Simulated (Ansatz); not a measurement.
AlI (iodoaluminum): the energy, rung by rung

AlI has 2 atoms, charge 0, and is taken as a singlet. SMILES: `[Al][I]`. Geometry: the measured bond length.

```xyz
2

Al    0.0000    0.0000    0.0000
I     0.0000    0.0000    2.5371
```

Each level gives the energy change with the Al1–I2 bond stretched from 2.537 to 3.806 Å (eV). The values are calculated.

```tsv
level	kind	program	value (eV)	less FCI/STO-3G	CPU time (all runs)
HF/STO-3G (restricted)	Hartree–Fock	Ansatz	2.89	0.00	0.67 s
SVWN5/STO-3G (restricted)	LDA	Ansatz	3.06	+0.17	1.9 s
revPBE/STO-3G (restricted)	GGA	Ansatz	2.75	-0.14	3.2 s
r2SCAN0/STO-3G (restricted)	hybrid meta-GGA	Ansatz	3.01	+0.12	7.7 s
wB97M-V/STO-3G (restricted)	range-separated hybrid	Ansatz	3.07	+0.18	36 s
wB97X/STO-3G (restricted)	range-separated hybrid	Ansatz	3.08	+0.19	13 s
B2PLYP/STO-3G (restricted)	double hybrid	Ansatz	2.92	+0.03	4 s
CCSDT/STO-3G (restricted)	coupled cluster or CI	Ansatz	2.89	0.00	1.6 s
CCSDTQ/STO-3G (restricted)	coupled cluster or CI	Ansatz	2.89	0.00	40 s
FCI/STO-3G	exact in the basis	Ansatz	2.89	0.00	1.8 s
```

FCI/STO-3G is exact within its basis and frozen core, so for wave-function methods in that basis the difference is their error; functionals converge differently with the basis, so for them it is only a difference. All-electron rows without a relativistic Hamiltonian named are non-relativistic. The first shape isn't each level's own minimum. The values span 2.75 to 3.08 eV. All rows use very small basis sets, so none should be taken for the real molecule's value. In the correlated wave-function rows the outer d shell of I is correlated, in sets not made for it. In so small a basis fixed costs decide the times, and correlated methods can beat functionals. Times are those of the runs behind each value, whatever else they computed, on shared processors of several kinds: orders of magnitude only.
